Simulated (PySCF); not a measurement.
## Zr(2+): excitation energy

Zr(2+) [Kr] 4d2 (3F) → Zr(2+) [Kr] 4d1 5p1 (high-spin determinant), as a difference of total energies. Computed with PySCF 2.14 in ANO-RCC-VTZP (7s6p4d2f1g, 68 functions), with the spin-free X2C one-electron Hamiltonian (Gaussian nucleus). Correlated levels: valence: [Kr] frozen. The calculations carry no spin-orbit coupling.

| method | excitation energy (eV) |
| --- | --- |
| UHF | 6.748 |
| MP2 (valence) | 6.771 |
| SCS-MP2 (valence) | 6.756 |
| CCSD (valence) | 6.758 |

Problem. How much does correlation contribute at MP2 (valence)?

Solution. 6.771 − (6.748) = 0.023 eV, measured against UHF.

A first-order spin-orbit estimate (lowest level to lowest level, LS coupling) adds -0.042 eV.

The basis was made for the ground configuration and has no added diffuse functions, so the excitation energy can come out too high.

With two correlated electrons CCSD is exact in that space.

The determinant of the upper state mixes LS terms, which raises its energy above the lowest term, most at the Hartree-Fock and MP2 levels.
